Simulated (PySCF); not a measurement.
## iodine monochloride: calculation against experiment

**Experimental background.**

NIST CCCBDB Release 22 (SRD 101), experimental dipoles lists, for the gas: dipole moment (molecular beam) 1.207 ± 0.003 D.

From Liu, Meijer, Perez-Rios, Phys. Chem. Chem. Phys. 22 (2020) 24191, for the gas: dipole moment 1.207 D.

The results are set against them at the end.

Iodine monochloride, ICl.
Atom-mapped SMILES: `[Cl:1][I:2]`

Geometry (PBE0-D3(BJ)/def2-SVP, Å), atoms numbered from 1 in this order:
```
atom  x, y, z in Å
Cl1    1.187   -0.040    0.005
I2    -1.168    0.011   -0.017
```

Runs made with PySCF (gas phase, on this PBE0-D3(BJ)/def2-SVP geometry; no spin–orbit coupling):

```json
{"level": "PBE0-D3(BJ)/def2-SVP, grid level 1", "job": "geometry optimisation from a GFN2-xTB start shaken at random", "basis functions": "44", "wall time": "3.8 s"}
```

Hardware: an Intel Xeon 6975P-C with one thread, shared host.

Atoms past Kr carry def2 core potentials in the def2 sets.

Results beside the measurements:

**Dipole moment.** Measured: 1.207 D (NIST CCCBDB Release 22 (SRD 101), experimental dipoles) and 1.207 D (Liu, Meijer, Perez-Rios, Phys. Chem. Chem. Phys. 22 (2020) 24191). Differences are taken against the first.

```csv
level,computed (D),computed − measured (D),% (from the printed values)
PBE0-D3(BJ)/def2-SVP,1.391,+0.184,+15
```

The computed dipoles belong to one fixed geometry; measured ones are averaged over vibrations unless marked μe. Magnitudes are compared, not signs.

The geometry is computed, not the measured one. Where a level misses, the cause wasn't examined.
